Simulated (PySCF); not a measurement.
Si(NH2)(SH) (H3NSSi), SMILES N[Si]S (connectivity only; charge and spin as stated), neutral, multiplicity 1. The structure is a stationary point at r2SCAN-D4/def2-TZVP. Other conformers were not sampled.

TDDFT-LC-ωPBE/def2-SVPD in PySCF 2.14.0 puts the lowest singlet excitations at 4.40, 5.73, 6.54, 6.57, 6.76, 7.12 eV.

**Question.** What are the lowest excitation roots from ADC(2)/aug-cc-pVDZ in PySCF? (The exact figures need the calculation; the answer reports its results.)

**Answer.** 4.53, 5.24, 5.85, 6.03, 6.05, 6.36 eV. S1 differs by 0.13 eV (second minus first; roots are paired by order, and the bases may differ).
